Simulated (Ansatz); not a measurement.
Calculated with Ansatz (gas phase, PBE0-D4/def2-TZVP geometries, no zero-point term in ΔE). CBS: MP2 limit from def2 TZ/QZ plus the TZ coupled-cluster correction, frozen cores. DFT in def2-TZVPP. For Ge outer-core shells are correlated without core-valence functions, which leaves a few kJ/mol of doubt a bond. Scalar relativity is left out up to krypton. Each species was taken in one conformer, which may not be the lowest.

Consider the redistribution: `BN[SiH2]Cl` + `O[SiH]([SiH3])[GeH3]` → `B[SiH](O)[SiH3]` + `Cl[SiH2][NH][GeH3]`.

`BN[SiH2]Cl`:

```xyz
9

B    -1.293    0.438   -0.799
N    -0.137    0.656   -0.034
Si    0.855   -0.574    0.668
Cl    2.631   -0.761   -0.349
H    -1.652   -0.688   -0.990
H    -1.897    1.372   -1.239
H     0.152    1.615    0.103
H     1.213   -0.204    2.055
H     0.127   -1.854    0.584
```

`O[SiH]([SiH3])[GeH3]`:

```xyz
12

O    -1.236   -1.708   -0.277
Si   -0.571   -0.204   -0.493
Si   -1.120    1.063    1.394
Ge    1.798   -0.309   -0.779
H    -1.101   -2.355   -0.971
H    -1.126    0.454   -1.716
H    -0.550    2.427    1.217
H    -0.530    0.455    2.616
H    -2.593    1.175    1.568
H     2.169   -1.277   -1.921
H     2.502   -0.799    0.498
H     2.359    1.080   -1.136
```

`B[SiH](O)[SiH3]`:

Cartesian coordinates in Å:
```
B 0.175 -1.191 1.606
Si 0.498 0.410 0.478
O -0.164 1.784 1.128
Si -0.471 -0.114 -1.613
H -0.604 -1.214 2.511
H 0.726 -2.211 1.310
H 1.956 0.602 0.204
H -0.079 2.593 0.622
H -1.880 -0.572 -1.473
H -0.468 1.097 -2.483
H 0.312 -1.184 -2.290
```

`Cl[SiH2][NH][GeH3]`:

Z-matrix (Å, degrees):
```
Si
N 1 1.700
Cl 1 2.071 2 113.9
H 1 1.480 2 109.8 3 118.4
H 1 1.479 2 108.8 3 -117.5
Ge 2 1.848 1 126.2 3 77.6
H 2 1.010 1 116.5 3 -82.3
H 6 1.537 2 108.4 1 140.5
H 6 1.533 2 105.9 1 21.0
H 6 1.539 2 110.9 1 -99.2
```

CCSD(T)/CBS gives +37.9 kcal/mol.

(1) Another level gave +38.6 kcal/mol. Which?
A. B2PLYP/def2-TZVPP
B. PBE/def2-TZVPP
C. ωB97X-V/def2-TZVPP
D. HF/def2-TZVPP

Largest T1 diagnostic among the species: 0.014.

Answers

(1) A. B2PLYP 38.6, ωB97X-V 37.4, PBE 39.6, HF/def2-TZVPP 35.5 kcal/mol.

In def2-TZVPP, CCSD(T) changes the Hartree–Fock value by +2.0 kcal/mol (the triples alone add +0.3 kcal/mol) and MP2 by +2.6 kcal/mol.
